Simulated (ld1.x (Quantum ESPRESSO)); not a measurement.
## P (Z = 15): excitation energies, all-electron against RRKJ

```json
{"Element": "phosphorus (P)", "Generator": "ld1.x (Quantum ESPRESSO) 7.5", "Type": "norm-conserving RRKJ (Kleinman–Bylander form)", "Functional": "LDA (PZ)", "Relativity": "scalar-relativistic", "Frozen core": "[Ne]", "Valence charge": "5", "Reference configuration": "3s2 3p2 (charge +1)", "Partial waves": "3s (bound): rc 1.35 bohr; 3p (bound): rc 1.70 bohr; 3d channel at 0.3 Ry: rc 1.80 bohr", "Local potential": "the d channel", "Core correction": "a·sin(br)/r model core, default radius (core density twice the valence density)"}
```

Energies are relative to the spin-unpolarised reference configuration 3s2 3p2; without spin polarisation the order of configurations can differ from experiment. Spin-polarised rows fill each open shell by Hund’s rule, majority spin first. The frozen-core shift is the all-electron ΔE with the core orbitals held at their reference shape minus the fully relaxed ΔE.

```tsv
valence configuration	charge	ΔE all-electron (eV)	error AE − PS (meV)	frozen-core shift (meV)
3s2 3p3	0	-9.821	+4.9	+0.8
3s2 3p1	+2	19.249	+12	+5.7
3s2 3p0	+3	49.144	+78	+37
3s1 3p4	0	-1.325	+0.7	+0.1
3s2 3p2.5	+0.5	-6.000	+1.9	+0.3
3s2 3p2 (spin-polarised)	+1	-0.843	+19	+1.0
3s2 3p3 (spin-polarised)	0	-11.331	+36	+2.5
```

(1) What are ΔE and the potential's error for 3s1 3p3?

(2) What are ΔE and the potential's error for 3s1 3p0?

Levels in the configuration 3s2 3p2 (spin-polarised):

```csv
level,all-electron (eV),pseudo (eV)
3s up,-24.031,-24.047
3p up,-14.961,-14.974
3s down,-22.169,-22.139
```

Results:

(1) ΔE = 9.072 eV all-electron; the error (AE − PS) is -2.4 meV.

(2) ΔE = 101.333 eV all-electron; the error (AE − PS) is +204 meV.
